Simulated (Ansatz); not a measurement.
Energy landscape of H₂B, doublet: map of symmetric stretch and bend. Scanned: B-H bond length and H-B-H angle.

Cartesian coordinates as functions of the variables (Å; names that start with a are angles):
```
B  0  0  0
H  r*sin(a/2)  0  r*cos(a/2)
H  -r*sin(a/2)  0  r*cos(a/2)
```

Method: CCSD on UHF/aug-cc-pVDZ, frozen core in Ansatz (a first-principles code).

Energy in kJ/mol above the lowest grid point; x is the B-H bond length (Å), y the H-B-H angle (°).

```
y \ x    1.01   1.06   1.12   1.18   1.25   1.30   1.38   1.43   1.48   1.55   1.61
------  -----  -----  -----  -----  -----  -----  -----  -----  -----  -----  -----
180     140.4   84.0   46.9   35.1   44.6   62.6  105.2  137.7  173.3  226.1  272.7
170.66  138.3   81.7   44.3   32.0   41.1   58.8  100.6  132.7  167.6  219.4  264.9
162.10  133.5   76.3   38.1   25.0   32.9   49.8   90.3  121.3  155.2  205.3  249.1
151.54  126.0   67.9   28.4   14.0   20.3   36.0   74.6  104.5  137.2  185.8  228.3
140.91  120.3   61.0   20.2    4.4    9.2   23.8   60.8   89.8  121.7  169.3  211.3
131.09  119.5   59.1   17.0    0.0    3.5   17.2   53.0   81.2  112.5  159.5  201.0
118.90  128.2   66.3   22.4    3.8    5.5   18.1   52.2   79.6  110.1  156.1  197.0
112.35  138.4   75.7   30.8   11.1   11.7   23.6   56.7   83.5  113.4  158.8  199.3
99.16   173.1  108.5   61.2   39.2   37.3   47.4   77.8  103.1  131.6  175.2  214.3
91.73   201.9  136.0   87.3   63.9   60.2   69.1   97.7  121.9  149.4  191.6  229.6
80.78   257.6  189.9  138.8  113.1  106.6  113.6  139.0  161.4  187.1  226.7  262.6
70      330.0  259.9  206.2  177.7  168.2  173.1  195.1  215.4  239.0  275.8  309.3
```

Points that lie below all their neighbours on the grid: x = 1.18, y = 131.09 (0.0 kJ/mol).
